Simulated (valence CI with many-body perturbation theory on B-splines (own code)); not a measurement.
## Sensitivity of CI+MBPT for Ce²⁶⁺

Computed by configuration interaction combined with many-body perturbation theory (CI+MBPT): four valence electrons over a frozen Dirac-Fock core [Ar] 3d10, radial functions for each j: 6 s, 6 p, 5 d, 3 f, 1 g, with the one-electron correlation potential Σ1 (screened to all orders), the two-electron term Σ2, the three-electron term Σ3, Breit, model QED; selected single and double excitations, second order for the rest, scaled by the run's own slope (own B-spline code, finite nucleus).

The last digits are not significant, and no measured levels were compared; by estimate large intervals hold to a few tenths of a per cent, small ones and those within an open d or f shell to about a per cent.

The reference run has the lowest level (4s^2 4p1/2^2) J=0 and an ionisation energy of 926.028 eV. Its largest variational space holds 9997 state functions.

Levels are named by their leading jj configuration (3d3/2^4 stands for four electrons in 3d with j = 3/2), which in mixed levels can hold well under half, so a name can repeat and another be missing. Letters in brackets count levels of one name in rising energy.

Changed runs:
A. three-electron term on → off
B. logarithmic knot step 0.27 → 0.4
C. lowest core n in screening and Σ2 1 → 4
D. Davidson tolerance 2e-05 → 0.03 (bad on purpose)

Excitation energies of the reference run in cm⁻¹, and shifts in cm⁻¹:

| Level | Reference | A | B | D |
| --- | --- | --- | --- | --- |
| (4s^2 4p1/2 4p3/2) J=1 | 178537 | -76 | -3.3 | 0 |
| (4s^2 4p1/2 4p3/2) J=2 | 201565 | -25 | -3.5 | +0.1 |
| (4s^2 4p3/2^2) J=2 | 397532 | -51 | -7.0 | +0.1 |
| (4s^2 4p3/2^2) J=0 | 450390 | +95 | -7.1 | 0 |
| (4s 4p1/2^2 4p3/2) J=2 | 643342 | -241 | -14 | -0.6 |
| (4s 4p1/2^2 4p3/2) J=1 | 724649 | -116 | -15 | -0.4 |
| (4s 4p1/2 4p3/2^2) J=2 [a] | 812325 | -274 | -17 | -0.7 |
| (4s 4p1/2 4p3/2^2) J=3 | 855149 | -230 | -17 | -1.0 |
| (4s 4p1/2 4p3/2^2) J=0 | 902341 | -88 | -17 | -0.4 |
| (4s 4p1/2 4p3/2^2) J=2 [b] | 918547 | -221 | -18 | -1.4 |
| (4s 4p1/2 4p3/2^2) J=1 [a] | 922899 | -111 | -18 | -0.4 |
| (4s 4p1/2 4p3/2^2) J=1 [b] | 967198 | +6.8 | -18 | -0.7 |
| Ionisation energy (eV) | 926.028 | +0.115 | -0.0049 | +0.00023 |

Run C: It gave no result: the setting left no core shell for the response of the core. The program said: "need at least one array to concatenate".
